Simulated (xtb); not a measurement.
xtb input (GFN2-xTB):

```bash
xtb mol.xyz --gfn 2 --sp --chrg -1 --uhf 0
```
mol.xyz:
```
11

C     -2.86880781    -0.38632740     0.39700140
C     -1.38422114    -0.25469204     0.73714328
O     -0.64772545    -0.02428354    -0.41325496
Ge     1.25170498     0.18159550    -0.27736305
H     -3.22771773     0.52807720    -0.08323026
H     -3.02335485    -1.21348871    -0.30120626
H     -3.47081588    -0.56936230     1.29498665
H     -1.04970480    -1.17334265     1.25457896
H     -1.25332153     0.56186458     1.47175910
H      1.46981083    -1.09964054     0.72633706
H      1.20052180     1.19522131     1.01356409
```

End of the output:

```
         :::::::::::::::::::::::::::::::::::::::::::::::::::::
         ::                     SUMMARY                     ::
         :::::::::::::::::::::::::::::::::::::::::::::::::::::
         :: total energy             -14.059644627210 Eh    ::
         :: gradient norm              0.036870957219 Eh/a0 ::
         :: HOMO-LUMO gap              5.805584116535 eV    ::
         ::.................................................::
         :: SCC energy               -14.165511530651 Eh    ::
         :: -> isotropic ES            0.151830715247 Eh    ::
         :: -> anisotropic ES         -0.001706924072 Eh    ::
         :: -> anisotropic XC          0.002414855775 Eh    ::
         :: -> dispersion             -0.008432725620 Eh    ::
         :: repulsion energy           0.105866903440 Eh    ::
         :: add. restraining           0.000000000000 Eh    ::
         :: total charge              -1.000000000000 e     ::
         :::::::::::::::::::::::::::::::::::::::::::::::::::::

           -------------------------------------------------
          |                Property Printout                |
           -------------------------------------------------

    * Orbital Energies and Occupations

         #    Occupation            Energy/Eh            Energy/eV
      -------------------------------------------------------------
         1        2.0000           -0.4669973             -12.7076
         2        2.0000           -0.4505722             -12.2607
         3        2.0000           -0.4077193             -11.0946
         4        2.0000           -0.3641729              -9.9096
         5        2.0000           -0.3568187              -9.7095
         6        2.0000           -0.3343635              -9.0985
         7        2.0000           -0.3183492              -8.6627
         8        2.0000           -0.3015327              -8.2051
         9        2.0000           -0.2913448              -7.9279
        10        2.0000           -0.2038187              -5.5462
        11        2.0000           -0.2013343              -5.4786
        12        2.0000           -0.1769961              -4.8163
        13        2.0000           -0.1334887              -3.6324 (HOMO)
        14                          0.0798626               2.1732 (LUMO)
        15                          0.0905251               2.4633
        16                          0.2489014               6.7730
        17                          0.2519375               6.8556
        18                          0.2573188               7.0020
        19                          0.2814580               7.6589
        20                          0.3057663               8.3203
        21                          0.3161670               8.6033
        22                          0.3213708               8.7449
        23                          0.3551794               9.6649
        24                          0.4203590              11.4386
       ...                                ...                  ...
        28                          1.0315462              28.0698
      -------------------------------------------------------------
                  HL-Gap            0.2133513 Eh            5.8056 eV
             Fermi-level           -0.0268130 Eh           -0.7296 eV

     #   Z          covCN         q      C6AA      α(0)
     1   6 C        3.747    -0.089    22.265     6.730
     2   6 C        3.707     0.139    18.464     6.142
     3   8 O        1.606    -0.510    23.137     6.492
     4  32 Ge       2.525     0.141   221.005    29.175
     5   1 H        0.924     0.014     2.820     2.626
     6   1 H        0.924     0.014     2.820     2.626
     7   1 H        0.924    -0.010     3.237     2.814
     8   1 H        0.922    -0.034     3.723     3.017
     9   1 H        0.922    -0.034     3.723     3.017
    10   1 H        0.868    -0.316    25.703     7.940
    11   1 H        0.868    -0.316    25.703     7.940

 Mol. C6AA /au·bohr⁶  :       2252.022180
 Mol. C8AA /au·bohr⁸  :      76591.782959
 Mol. α(0) /au        :         78.519364

Wiberg/Mayer (AO) data.
largest (>0.10) Wiberg bond orders for each atom

 ---------------------------------------------------------------------------
     #   Z sym  total        # sym  WBO       # sym  WBO       # sym  WBO
 ---------------------------------------------------------------------------
     1   6 C    3.995 --     2 C    0.996     5 H    0.990     6 H    0.990
                             7 H    0.989
     2   6 C    3.983 --     3 O    1.057     1 C    0.996     8 H    0.972
                             9 H    0.972
     3   8 O    1.988 --     2 C    1.057     4 Ge   0.845
     4  32 Ge   2.593 --    10 H    0.879    11 H    0.879     3 O    0.845
     5   1 H    1.000 --     1 C    0.990
     6   1 H    1.000 --     1 C    0.990
     7   1 H    1.000 --     1 C    0.989
     8   1 H    0.999 --     2 C    0.972
     9   1 H    0.999 --     2 C    0.972
    10   1 H    0.900 --     4 Ge   0.879
    11   1 H    0.900 --     4 Ge   0.879
 ---------------------------------------------------------------------------

Topologies differ in total number of bonds
Writing topology from bond orders to xtbtopo.mol

molecular dipole:
                 x           y           z       tot (Debye)
 q only:       -0.474       0.044      -0.798
   full:       -1.249      -0.130      -0.134       3.210
molecular quadrupole (traceless):
                xx          xy          yy          xz          yz          zz
 q only:       -2.739       0.120       0.779      -4.170      -0.649       1.960
  q+dip:       -6.114      -0.879       3.349      -1.931      -0.143       2.765
   full:       -4.253      -0.500       2.555      -2.421      -0.172       1.698

           -------------------------------------------------
          | TOTAL ENERGY              -14.059644627210 Eh   |
          | GRADIENT NORM               0.036870957219 Eh/α |
          | HOMO-LUMO GAP               5.805584116535 eV   |
           -------------------------------------------------

------------------------------------------------------------------------
------------------------------------------------------------------------
Note: The following floating-point exceptions are signalling: IEEE_UNDERFLOW_FLAG IEEE_DENORMAL
normal termination of xtb
 total:
 SCF:
```

It need not be the lowest isomer of its formula. Whether it binds its extra electron was not tested at this geometry.
